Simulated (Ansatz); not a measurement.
Frontier orbitals of CH₅GaOSi (`O=[CH][GaH][SiH3]`).

Total charge 0; spin multiplicity 1. Correlated methods include outer-core shells of Ga, which these sets cover unevenly. Scalar relativity is left out up to krypton. The structure was optimised at the PBE0-D4/def2-TZVP level. It is one conformer, not always the lowest. Basis def2-TZVPP, Ansatz.

Orbital energies of one run (eV). Highest occupied ones, from the top: -5.25, -6.77, -8.42, -8.52, -9.01, -9.90, -10.74, -11.70, -13.26, -14.57, -19.88, -19.93, -20.04, -20.07. Empty: -2.80, -2.39, -0.58, -0.32, 0.54, 0.61.

Task: Which functional gave them?
A. B3LYP
B. B97M-V
C. BLYP
D. ωB97M-V

Result: C. HOMO energies: BLYP -5.25, B3LYP -6.40, B97M-V -5.67, ωB97M-V -8.77 eV.

B3LYP here is the variant with VWN-RPA as its local correlation; programs differ in this.
